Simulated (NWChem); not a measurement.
System: CH₃N₂S anion

The following NWChem deck was run.

```
start job
memory heap 200 mb stack 900 mb global 1100 mb
charge -1
geometry units angstroms noautosym nocenter noautoz
  N      1.159874    -1.172947     0.010874
  C      0.112167    -0.408126     0.015070
  N     -1.134234    -1.061050     0.043918
  S      0.037783     1.354135     0.003703
  H      1.991781    -0.587238     0.025580
  H     -1.088497    -2.018097    -0.290829
  H     -1.893999    -0.509919    -0.331356
end
basis spherical
  * library def2-svp
end
dft
  xc b3lyp
  iterations 150
  mulliken
end
task dft energy
esp
  recalculate
  probe 0.07
  range 0.3
  factor 1.0
  spacing 0.02
end
task esp
```

NWChem printed, in part:

```
             Northwest Computational Chemistry Package (NWChem) 7.3.0
             --------------------------------------------------------

                             Geometry "geometry" -> ""
                             -------------------------

 Output coordinates in angstroms (scale by  1.889725989 to convert to a.u.)

  No.       Tag          Charge          X              Y              Z
 ---- ---------------- ---------- -------------- -------------- --------------
    1 N                    7.0000     1.15987400    -1.17294700     0.01087400
    2 C                    6.0000     0.11216700    -0.40812600     0.01507000
    3 N                    7.0000    -1.13423400    -1.06105000     0.04391800
    4 S                   16.0000     0.03778300     1.35413500     0.00370300
    5 H                    1.0000     1.99178100    -0.58723800     0.02558000
    6 H                    1.0000    -1.08849700    -2.01809700    -0.29082900
    7 H                    1.0000    -1.89399900    -0.50991900    -0.33135600

 Effective nuclear repulsion energy (a.u.)     145.3388012157

                                 NWChem DFT Module
                                 -----------------

 Summary of "ao basis" -> "ao basis" (spherical)
 ------------------------------------------------------------------------------
       Tag                 Description            Shells   Functions and Types
 ---------------- ------------------------------  ------  ---------------------
 N                          def2-svp                 6       14   3s2p1d
 C                          def2-svp                 6       14   3s2p1d
 S                          def2-svp                 8       18   4s3p1d
 H                          def2-svp                 3        5   2s1p

            General Information
            -------------------
          SCF calculation type: DFT
          Wavefunction type:  closed shell.
          No. of atoms     :     7
          No. of electrons :    40
           Alpha electrons :    20
            Beta electrons :    20
          Charge           :    -1
          Spin multiplicity:     1
          Use of symmetry is: off; symmetry adaption is: off
          Maximum number of iterations: 150
          AO basis - number of functions:    75
                     number of shells:    35
          Convergence on energy requested:  1.00D-06
          Convergence on density requested:  1.00D-05
          Convergence on gradient requested:  5.00D-04

              XC Information
              --------------
                         B3LYP Method XC Potential
                     Hartree-Fock (Exact) Exchange  0.200
                        Slater Exchange Functional  0.800 local
                    Becke 1988 Exchange Functional  0.720 non-local
              Lee-Yang-Parr Correlation Functional  0.810
                  VWN I RPA Correlation Functional  0.190 local

             Grid Information
             ----------------
          Grid used for XC integration:  medium
          Radial quadrature: Mura-Knowles
          Angular quadrature: Lebedev.
          Tag              B.-S. Rad. Rad. Pts. Rad. Cut. Ang. Pts.
          ---              ---------- --------- --------- ---------
          N                   0.65       49           9.0       434
          C                   0.70       49           7.0       434
          S                   1.00       88          10.0       590
          H                   0.35       45          11.0       434
          Grid pruning is: on
          Number of quadrature shells:   370
          Spatial weights used:  Erf1

      Superposition of Atomic Density Guess
      -------------------------------------

 Sum of atomic energies:        -544.95832919

 Renormalizing density from      39.00 to     40

      Non-variational initial energy
      ------------------------------

 Total energy =    -555.302818
 1-e energy   =   -1064.003681
 2-e energy   =     363.362062
 HOMO         =       0.047791
 LUMO         =       0.329444

     ---------------------------------------------
      Total Density - Mulliken Population Analysis
     ---------------------------------------------

    Atom       Charge   Shell Charges
 -----------   ------   -------------------------------------------------------
    1 N    7     7.79   1.99  1.03  0.57  2.38  1.80  0.01
    2 C    6     5.33   1.99  0.85  0.25  1.39  0.78  0.07
    3 N    7     7.31   1.99  0.97  0.44  2.27  1.63  0.01
    4 S   16    16.87   2.00  1.99  1.04  0.87  5.91  1.55  3.50  0.02
    5 H    1     0.91   0.66  0.21  0.04
    6 H    1     0.90   0.65  0.21  0.04
    7 H    1     0.88   0.64  0.20  0.04

   convergence    iter        energy       DeltaE   RMS-Dens  Diis-err
 ---------------- ----- ----------------- --------- --------- ---------
 d= 0,ls=0.0,diis     1   -547.2427435705 -6.93D+02  2.74D-02  1.25D+00
 d= 0,ls=0.0,diis     2   -547.0367563021  2.06D-01  1.76D-02  3.23D+00
 d= 0,ls=0.0,diis     3   -547.4024036686 -3.66D-01  4.49D-03  1.14D-01
 d= 0,ls=0.0,diis     4   -547.4120339046 -9.63D-03  2.18D-03  2.69D-02
 d= 0,ls=0.0,diis     5   -547.4148472118 -2.81D-03  9.16D-04  2.84D-03
  Resetting Diis
 d= 0,ls=0.0,diis     6   -547.4152689678 -4.22D-04  1.27D-04  4.26D-05
 d= 0,ls=0.0,diis     7   -547.4152759583 -6.99D-06  3.44D-05  3.03D-06
 d= 0,ls=0.0,diis     8   -547.4152755957  3.63D-07  2.12D-05  6.26D-06
 d= 0,ls=0.0,diis     9   -547.4152762833 -6.88D-07  2.90D-06  6.00D-08

         Total DFT energy =     -547.415276283282
      One electron energy =    -1050.180418219839
           Coulomb energy =      403.764550663173
    Exchange-Corr. energy =      -46.338209942316
 Nuclear repulsion energy =      145.338801215700

 Numeric. integr. density =       39.999997983483

                       DFT Final Molecular Orbital Analysis
                       ------------------------------------

 Vector   18  Occ=2.000000D+00  E=-4.101907D-02
              MO Center= -1.5D-01, -9.0D-01,  5.6D-02, r^2= 2.4D+00
   Bfn.  Coefficient  Atom+Function         Bfn.  Coefficient  Atom+Function
  ----- ------------  ---------------      ----- ------------  ---------------
    34      0.419346  3 N  pz                37     -0.377963  3 N  pz
     6     -0.336519  1 N  pz                 9      0.264913  1 N  pz
    20      0.157934  2 C  pz                55      0.131748  4 S  pz
    23      0.119893  2 C  pz                35      0.119190  3 N  px
    32     -0.110292  3 N  px                 5     -0.105553  1 N  py

 Vector   19  Occ=2.000000D+00  E= 1.934240D-02
              MO Center=  2.3D-01,  8.5D-01, -4.8D-03, r^2= 2.5D+00
   Bfn.  Coefficient  Atom+Function         Bfn.  Coefficient  Atom+Function
  ----- ------------  ---------------      ----- ------------  ---------------
    55      0.611746  4 S  pz                52      0.373915  4 S  pz
     6      0.263424  1 N  pz                 9     -0.242111  1 N  pz
    49      0.221993  4 S  pz                53      0.141319  4 S  px
    50      0.089162  4 S  px                72     -0.062117  7 H  s
    47      0.052689  4 S  px                36      0.043214  3 N  py

 Vector   20  Occ=2.000000D+00  E= 2.259616D-02
              MO Center=  1.1D-01,  1.1D+00,  1.0D-02, r^2= 2.2D+00
   Bfn.  Coefficient  Atom+Function         Bfn.  Coefficient  Atom+Function
  ----- ------------  ---------------      ----- ------------  ---------------
    53      0.641767  4 S  px                50      0.399632  4 S  px
    47      0.236005  4 S  px                 5      0.181733  1 N  py
     8     -0.157158  1 N  py                55     -0.134978  4 S  pz
    31      0.098755  3 N  s                 72     -0.095220  7 H  s
    52     -0.082197  4 S  pz                62      0.070357  5 H  s

 Vector   21  Occ=0.000000D+00  E= 2.270143D-01
              MO Center= -1.2D+00, -1.3D+00, -3.6D-01, r^2= 4.4D+00
   Bfn.  Coefficient  Atom+Function         Bfn.  Coefficient  Atom+Function
  ----- ------------  ---------------      ----- ------------  ---------------
    31      1.282182  3 N  s                 67     -1.052539  6 H  s
    72     -0.942873  7 H  s                  3      0.358576  1 N  s
    62     -0.317365  5 H  s                 35     -0.246848  3 N  px
    23     -0.224731  2 C  pz                20     -0.207014  2 C  pz
    36     -0.198927  3 N  py                 9      0.180215  1 N  pz

 Vector   22  Occ=0.000000D+00  E= 2.582209D-01
              MO Center=  1.3D-01, -4.0D-01, -6.1D-02, r^2= 3.2D+00
   Bfn.  Coefficient  Atom+Function         Bfn.  Coefficient  Atom+Function
  ----- ------------  ---------------      ----- ------------  ---------------
    23      0.585396  2 C  pz                72     -0.509204  7 H  s
    20      0.495302  2 C  pz                31      0.470349  3 N  s
     9     -0.437835  1 N  pz                62     -0.385029  5 H  s
     3      0.377359  1 N  s                 55     -0.354060  4 S  pz
    37     -0.333403  3 N  pz                 6      0.309929  1 N  pz

 Vector   23  Occ=0.000000D+00  E= 2.727137D-01
              MO Center= -3.3D-01, -9.3D-01, -2.2D-01, r^2= 6.1D+00
   Bfn.  Coefficient  Atom+Function         Bfn.  Coefficient  Atom+Function
  ----- ------------  ---------------      ----- ------------  ---------------
    67      1.234368  6 H  s                 72     -0.819255  7 H  s
    62     -0.784171  5 H  s                  3      0.658660  1 N  s
    54      0.518851  4 S  py                22      0.502639  2 C  py
    36      0.488766  3 N  py                46     -0.392355  4 S  s
    17      0.238954  2 C  s                 33     -0.238552  3 N  py

     ---------------------------------------------
      Total Density - Mulliken Population Analysis
     ---------------------------------------------

    Atom       Charge   Shell Charges
 -----------   ------   -------------------------------------------------------
    1 N    7     7.28   1.99  1.01  0.51  2.38  1.38  0.02
    2 C    6     6.10   1.99  0.95  0.24  1.98  0.86  0.09
    3 N    7     7.12   1.99  1.00  0.35  2.47  1.30  0.02
    4 S   16    16.62   2.00  1.98  1.18  0.77  5.93  1.79  2.93  0.04
    5 H    1     0.97   0.74  0.19  0.04
    6 H    1     0.96   0.73  0.18  0.04
    7 H    1     0.95   0.73  0.17  0.04

     -------------------------------------------
      Total Density - Lowdin Population Analysis
     -------------------------------------------

    Atom       Charge   Shell Charges
 -----------   ------   -------------------------------------------------------
    1 N    7     7.33   1.97  0.78  0.52  2.24  1.78  0.05
    2 C    6     6.13   1.96  0.64  0.32  1.81  1.20  0.19
    3 N    7     7.10   1.97  0.72  0.41  2.27  1.68  0.04
    4 S   16    16.50   2.00  1.95  0.98  0.79  5.81  1.96  2.96  0.05
    5 H    1     0.99   0.61  0.26  0.13
    6 H    1     0.97   0.61  0.24  0.12
    7 H    1     0.97   0.61  0.24  0.13

     Multipole analysis of the density
     ---------------------------------

     L   x y z        total         alpha         beta         nuclear
     -   - - -        -----         -----         ----         -------
     0   0 0 0     -1.000000    -20.000000    -20.000000     39.000000

     1   1 0 0     -0.725659     -0.803414     -0.803414      0.881170
     1   0 1 0     -0.678367     -0.777762     -0.777762      0.877156
     1   0 0 1     -0.358861     -0.119533     -0.119533     -0.119795

     2   2 0 0    -25.417246    -61.382480    -61.382480     97.347714
     2   1 1 0      2.660590     -1.236996     -1.236996      5.134583
     2   1 0 1      1.236925     -0.715471     -0.715471      2.667868
     2   0 2 0    -32.842281   -110.210342   -110.210342    187.578403
     2   0 1 1      0.907826     -0.204439     -0.204439      1.316704
     2   0 0 2    -26.206271    -13.479783    -13.479783      0.753294

                     NWChem Electrostatic Potential Fit Module
                     -----------------------------------------

 Atom parameters

 Number of atoms is                                    7
 Number of basis functions is                         75

 Grid parameters

 Maximum number of grid points is                  30927
 Number of grid points is                          30926
 Grid range                                     0.300000 nm
 Grid spacing                                   0.020000 nm
 Probe radius                                   0.070000 nm
 Atom radius factor                             1.000000

 Atomic radii

    1    0.100000
    6    0.147000
    7    0.140000
   16    0.174000
 FASTESP  F
  using M.O. file = ./job.movecs

    Atom              Coordinates                           Charge

                                                  ESP

    1 N     0.115987   -0.117295    0.001087   -0.883875
    2 C     0.011217   -0.040813    0.001507    0.695671
    3 N    -0.113423   -0.106105    0.004392   -0.767765
    4 S     0.003778    0.135414    0.000370   -0.841945
    5 H     0.199178   -0.058724    0.002558    0.260901
    6 H    -0.108850   -0.201810   -0.029083    0.277517
    7 H    -0.189400   -0.050992   -0.033136    0.259497
                                            ------------
                                               -1.000000

 Dipole moment                                  1.862405

 Quadrupole moment Qxx                         10.810872
                   Qyy                        -20.724889
                   Qzz                          9.914017

 RMS deviation kJ/mol                           0.106523

 RRMS %                                         4.537293
```

Level: B3LYP/def2-SVP. Sets without diffuse functions describe the anion's extra electron poorly. Coordinates come from a B3LYP/def2-SVPD optimisation. The highest occupied level is positive, so the extra electron may be held by the finite basis. B3LYP is NWChem's, with the RPA form of VWN correlation.
